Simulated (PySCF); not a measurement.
C2Cl3, SMILES Cl[C]=C(Cl)Cl, multiplicity 2.

Coordinates come from a PBE0-D3(BJ)/def2-SVP optimisation. The isomer is the one that the SMILES or the coordinates give; other isomers of the formula were not compared.

Method: PBE0-D3(BJ)/def2-SVP (PySCF 2.14.0).

Frequencies are harmonic and unscaled.

Problem. Give all harmonic wavenumbers and intensities. (Estimate from the structure and the level; the computed values follow.)

Solution. 
```csv
mode,ν (cm⁻¹),IR (km/mol),moving atoms (share of kinetic energy)
1,129,1.2,"Cl 90 %, C 10 %"
2,202,1.3,"C 78 %, Cl 22 %"
3,266,0.1,"Cl 89 %, C 11 %"
4,396,0.8,"Cl 85 %, C 15 %"
5,463,0.1,C 96 %
6,612,3.4,"C 62 %, Cl 38 %"
7,879,133.6,"C 80 %, Cl 20 %"
8,913,159.0,"C 82 %, Cl 18 %"
9,1734,8.5,C 99 %
```
